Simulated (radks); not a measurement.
Q: The tantalum ion Ta37+, 36 electrons, occupied as [Kr] (the NIST ground configuration). All-electron calculation, scalar-relativistic Kohn-Sham, PBE, spin-unpolarised, spherical densities, point nucleus. Program: a radial shooting solver on a logarithmic mesh with Libxc functionals. Some entries of the table are withheld. Estimate them.

| orbital | occ. | eigenvalue (hartree) | r(max) (bohr) | <r^2> (bohr^2) |
|---|---|---|---|---|
| 1s | 2 | -2534.867 | 0.01167 | 0.0004786 |
| 2s | 2 | -484.4523 | 0.06683 | 0.007362 |
| 2p | 6 | -431.8594 | 0.05476 | 0.006073 |
| 3s | 2 | -154.5468 | 0.1876 | 0.04682 |
| 3p | 6 | (1) | 0.1852 | 0.04718 |
| 3d | 10 | -121.0255 | 0.1505 | 0.03872 |
| 4s | 2 | -70.15556 | (2) | 0.1910 |
| 4p | 6 | -64.34322 | (3) | 0.2034 |

A: 
(1) 3p eigenvalue (hartree): -138.8658
(2) 4s r(max) (bohr): 0.4041
(3) 4p r(max) (bohr): 0.4157
